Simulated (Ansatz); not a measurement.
Calculated with Ansatz (gas phase, PBE0-D4/def2-TZVP geometries, no zero-point term in ΔE). CCSD(T)/CBS adds triple-zeta CCSD(T) − MP2 to the extrapolated MP2 energy (def2 sets, frozen cores). Functionals use def2-TZVPP. B3LYP here is the variant with VWN-RPA as its local correlation; programs differ in this. For Se, Zn outer-core shells are correlated without core-valence functions, which leaves a few kJ/mol of doubt a bond. Scalar relativity is left out up to krypton. Each species was taken in one conformer, which may not be the lowest.

Reaction (ligand exchange at a Zn–Se bond): `[OH][Zn][SeH]` + `O[SiH3]` → `[OH][Zn][O][SiH3]` + H₂Se

`[OH][Zn][SeH]`:

```xyz
5

O     1.228    0.550   -1.372
Zn    0.226   -0.209   -0.118
Se   -0.933   -1.209    1.561
H     0.777    0.767   -2.190
H    -1.298    0.101    2.119
```

`O[SiH3]`:

Z-matrix (Å, degrees):
```
Si
O 1 1.648
H 1 1.489 2 111.7
H 1 1.489 2 111.7 3 120.9
H 1 1.481 2 105.9 3 -119.6
H 2 0.957 1 117.9 3 -60.5
```

`[OH][Zn][O][SiH3]`:

Cartesian coordinates in Å:
```
O 0.000 -2.886 -1.508
Zn 0.036 -1.471 -0.458
O 0.194 -0.148 0.683
Si 0.146 1.469 0.805
H -0.768 -2.951 -2.078
H 0.502 1.867 2.193
H 1.104 2.121 -0.135
H -1.214 1.999 0.498
```

H₂Se:

Cartesian coordinates in Å:
```
Se -0.059 0.485 0.480
H -0.304 -0.961 0.446
H 0.363 0.476 -0.925
```

```csv
species,B3LYP energy (Eh)
`[OH][Zn][SeH]`,-4257.55724
`O[SiH3]`,-367.22653
`[OH][Zn][O][SiH3]`,-2221.97207
H₂Se,-2402.79026
```

**Question.** Work out ΔE.

**Answer.** ΔE = (-2221.97207) + (-2402.79026) − (-4257.55724) − (-367.22653) = 0.02144 Eh = +0.58 eV. CCSD(T)/CBS gives +0.59 eV.

Largest T1 diagnostic among the species: 0.016.

From BLYP to BHLYP (50 % exact exchange), in def2-TZVPP and without D4, ΔE moves by +0.04 eV. At CCSD(T), def2-SVP lies −0.23 eV from the extrapolated value and def2-TZVPP −0.10 eV. Leaving LDA and LC-ωPBE aside and taking each functional with its dispersion term where it has one, the values, not all of them listed here, spread over 0.16 eV, from B97M-V to HSE06-D4.
